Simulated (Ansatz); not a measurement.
`N[Si]1(Cl)CO1` and `C[Si]1(Cl)CO1` differ in one atom or group.

Ansatz, PBE0-D4/def2-TZVP geometries, multiplicity 1. Each molecule was computed in one conformer, which needn't be the lowest.

| property | `N[Si]1(Cl)CO1` |
| --- | --- |
| LUMO energy (PBE/def2-TZVPP) / eV | -0.58 |
| LUMO energy (PBE0/def2-TZVPP) / eV | 0.36 |
| LUMO energy (ωB97M-V/def2-TZVPP) / eV | 1.96 |
| size of the dipole moment (B3LYP/def2-TZVPP) / D | 2.82 |
| HOMO energy (PBE0/def2-TZVPP) / eV | -7.36 |
| HOMO–LUMO gap (ωB97M-V/def2-TZVPP) / eV | 11.59 |

Question: Give the same properties after the change, and the shifts. (Estimate.)

Answer: The calculation gave: 
```json
{"property": "LUMO energy (PBE/def2-TZVPP) / eV", "`C[Si]1(Cl)CO1`": "-0.58", "shift": "0.00"}
{"property": "LUMO energy (PBE0/def2-TZVPP) / eV", "`C[Si]1(Cl)CO1`": "0.30", "shift": "-0.06"}
{"property": "LUMO energy (ωB97M-V/def2-TZVPP) / eV", "`C[Si]1(Cl)CO1`": "2.05", "shift": "0.09"}
{"property": "size of the dipole moment (B3LYP/def2-TZVPP) / D", "`C[Si]1(Cl)CO1`": "2.45", "shift": "-0.37"}
{"property": "HOMO energy (PBE0/def2-TZVPP) / eV", "`C[Si]1(Cl)CO1`": "-7.61", "shift": "-0.25"}
{"property": "HOMO–LUMO gap (ωB97M-V/def2-TZVPP) / eV", "`C[Si]1(Cl)CO1`": "11.91", "shift": "0.32"}
```

With PBE0 the HOMO falls by 0.25 eV and the LUMO falls by 0.06 eV, so the gap widens by about 0.19 eV. PBE moves the HOMO by -0.31 eV and ωB97M-V by -0.23 eV. Dipoles are sizes alone; their direction can turn.

B3LYP here is the variant with VWN-RPA as its local correlation; programs differ in this.
